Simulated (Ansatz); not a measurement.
F$_{2}$H$_{3}$Si$_{2}$, SMILES `F[Si](F)[SiH3]` radical, relaxed with UKS PBE-D4/def2-SVP in Ansatz 0.2.0 from a rough embedded geometry. The force threshold is 0.03 eV/Å; the program also tests the step.

The species carries charge 0 and has multiplicity 2.

Start:

```xyz
7

F     2.125   -0.921    0.837
Si    0.876    0.139    1.073
F     0.067   -0.320    2.388
Si   -0.494    0.202   -0.766
H    -1.164   -1.064   -1.071
H     0.201    0.746   -1.965
H    -1.612    1.218   -0.496
```

| step | energy (eV) | largest force (eV/Å) | largest move (Å) |
| --- | --- | --- | --- |
| 1 | -21216.6665 | 1.445 | 0.000 |
| 2 | -21216.6922 | 1.094 | 0.172 |
| 3 | -21216.7763 | 0.733 | 0.164 |
| 4 | -21216.7940 | 0.049 | 0.027 |
| 5 | -21216.7944 | 0.022 | 0.011 |

End:

```xyz
7

F     2.078   -0.933    0.804
Si    0.924    0.200    1.101
F     0.064   -0.354    2.388
Si   -0.546    0.247   -0.782
H    -1.136   -1.111   -1.062
H     0.253    0.716   -1.966
H    -1.636    1.235   -0.482
```

It took 4.8 s on 4 threads of an Intel Xeon Platinum 8488C on a shared host, with 0.18 GiB of host memory at the peak.
